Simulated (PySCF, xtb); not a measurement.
HO₃S, SMILES O=[S](=O)O, multiplicity 2. The values are those of a single conformer.

Harmonic wavenumbers (cm⁻¹) from GFN2-xTB (xtb) at its own minimum, in rising order: 292, 364, 390, 470, 680, 835, 1054, 1177, 3573.

Q: What does PBE-D3(BJ)/def2-SVP run with PySCF 2.14.0 give at its own minimum? (Estimate from the structure and the level; the computed values follow.)

A: 252, 378, 380, 477, 684, 1026, 1041, 1220, 3623. Paired by order, the mean absolute difference is 42 cm⁻¹ and the zero-point energies are 12.6 and 13.0 kcal/mol.
